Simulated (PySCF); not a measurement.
Job for PySCF: R-MP2/6-31G* on CH4S (SMILES CS) with ghost functions, monomers drawn apart or pushed together.

```python
from pyscf import gto, scf, dft, mp
from pyscf.data.elements import chemcore

mol = gto.M(
    atom='''
    C    -0.30975658    0.77978100    4.52588976
    S    -0.15013251   -0.82620844    3.67742420
    H    -1.21709083    1.29704480    4.22075747
    H    -0.36850833    0.56466996    5.59149390
    H     0.55809608    1.40965268    4.34140510
    H    -0.09727970   -0.33916358    2.42323306
    ghost-O   -0.03098846    0.48258715    0.03750103
    ghost-H   -0.75444394    0.09814165   -0.46915380
    ghost-H    0.77515782    0.20624057   -0.41157500
    ''',
    basis='6-31g*',
    cart=True,
    charge=0, spin=0, verbose=3, max_memory=1800)
mf = scf.RHF(mol)
mf.conv_tol = 1e-8
mf.max_cycle = 100
mf.kernel()
if not mf.converged:
    mf = mf.newton().run(mf.mo_coeff, mf.mo_occ)
pt = mp.MP2(mf, frozen=chemcore(mol)).run()
```

Output:

```
converged SCF energy = -437.700012958742
E(RMP2) = -437.952783491305  E_corr = -0.252770532563409
E(SCS-RMP2) = -437.954372431009  E_corr = -0.25435947226709
```

The calculation finished and met its thresholds.

Cost: about 0.5 core-seconds (a rough figure).
